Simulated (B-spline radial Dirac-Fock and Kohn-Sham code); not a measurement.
# Auger decay of the 3s hole in Gd

System: the Gd atom in the configuration 1s2 2s2 2p6 3s2 3p6 3d10 4s2 4p6 4d10 4f8 5s2 5p6 5d1 6s1 (not the ground configuration).

Level of theory: a relativistic independent-particle model: LDA orbitals of the hole state, radiative multipoles to third order, Auger rates from the Coulomb interaction with a continuum orbital, Dirac-Fock energies; an atomic code on a B-spline grid. Kinetic energies are configuration averages from the vacuum level; the two-hole energies are estimated from single-hole states.

```tsv
transition	kinetic energy (eV)	width (meV)	share (%)
M1-M3N2	3.49	1250	7.5
M1-M2N4	20.57	1220	7.3
M1-M2N5	26.18	1810	10.9
M1-M3N3	36.72	1800	10.8
M1-M3N4	163.9	740	4.4
M1-M3N5	169.9	1070	6.4
M1-M2N7	174.1	611	3.7
M1-M5N1	287.8	656	3.9
M1-M3N6	316.8	1340	8.1
M1-M3N7	317.7	1700	10.2
```

Coster-Kronig rates are the weakest part of this model and often come out 1.5 to 2.5 times too large. Channels within a few eV of threshold rest on estimated energies and may be closed in reality. The listed channels hold 73 % of the non-radiative rate. Summed by principal shells, of 16.6 eV in all: MMN 88.3 %, MMO 7.3 %, MNN 3.7 %, MNO 0.5 %.

Values without a named source are computed, but for edge energies of neutral atoms, which are taken from tables.
